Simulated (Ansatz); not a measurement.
Start from `[O]=[W]([Cl])([Cl])([Cl])[Cl]` and change one atom or group to get `[O]=[W]([F])([Cl])([Cl])[Cl]`.

Ansatz, PBE0-D4/def2-TZVP geometries, multiplicity 1. 

Elements past krypton have def2 core potentials.

```csv
property,`[O]=[W]([Cl])([Cl])([Cl])[Cl]`
HOMO energy (ωB97M-V/def2-TZVPP) / eV,-11.14
size of the dipole moment (B3LYP/def2-TZVPP) / D,0.64
HOMO energy (PBE/def2-TZVPP) / eV,-7.60
LUMO energy (B3LYP/def2-TZVPP) / eV,-5.09
"ideal-gas entropy at 298 K and 1 bar (rigid rotor, harmonic PBE0-D4/def2-TZVP) / J/(mol·K)",390
HOMO–LUMO gap (PBE0/def2-TZVPP) / eV,4.02
```

What does the change do to each property? (An estimate is asked.)

Ansatz gave: 
| property | `[O]=[W]([F])([Cl])([Cl])[Cl]` | shift |
| --- | --- | --- |
| HOMO energy (ωB97M-V/def2-TZVPP) / eV | -11.48 | -0.34 |
| size of the dipole moment (B3LYP/def2-TZVPP) / D | 0.80 | 0.16 |
| HOMO energy (PBE/def2-TZVPP) / eV | -7.92 | -0.32 |
| LUMO energy (B3LYP/def2-TZVPP) / eV | -4.89 | 0.20 |
| ideal-gas entropy at 298 K and 1 bar (rigid rotor, harmonic PBE0-D4/def2-TZVP) / J/(mol·K) | 389 | -1 |
| HOMO–LUMO gap (PBE0/def2-TZVPP) / eV | 4.59 | 0.57 |

With PBE0 the HOMO falls by 0.35 eV and the LUMO rises by 0.22 eV, so the gap widens by about 0.57 eV. PBE moves the HOMO by -0.32 eV and ωB97M-V by -0.34 eV. Dipoles are sizes alone; their direction can turn. Modes under 60 cm⁻¹, often nearly free rotors, make the harmonic entropy too high.

B3LYP here is the variant with VWN-RPA as its local correlation; programs differ in this.
